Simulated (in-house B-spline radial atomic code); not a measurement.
A fraction x of an electron is removed from 5s in In II (In+), starting from [Kr] 4d10 5s2 and keeping the highest spin. Method: non-relativistic TPSS, spin-polarised, spherical fractional occupations, point nucleus. Calculated with a B-spline radial code for spherical atoms.

```tsv
x	E(x) - E(0) (eV)	5s down level (eV)
0	0.0000	-14.115
0.1	1.4477	-14.839
0.24	3.5965	-15.859
0.35	5.3854	-16.667
0.45	7.0891	-17.410
0.5	7.9690	-17.785
0.57	9.2325	-18.317
0.64	10.5336	-18.857
0.87	15.0811	-20.704
0.92	16.1265	-21.114
1	17.8409	-
```

The exact functional would give a straight line between the two integer points. Deviations E(x) - E(0) - x[E(1) - E(0)], in eV: -0.336 at x = 0.1, -0.685 at x = 0.24, -0.859 at x = 0.35, -0.939 at x = 0.45, -0.951 at x = 0.5, -0.937 at x = 0.57, -0.885 at x = 0.64, -0.44 at x = 0.87, -0.287 at x = 0.92.

The curve lies below the straight line by up to 0.951 eV (at x = 0.5): convex, the delocalisation error that favours fractional charges.

Question: How well does Slater's transition state (minus the level at half occupation) give the ionisation energy?

Answer: It gives 17.785 eV against 17.841 eV from the two total energies; NIST lists 18.87 eV, ground level to ground level.
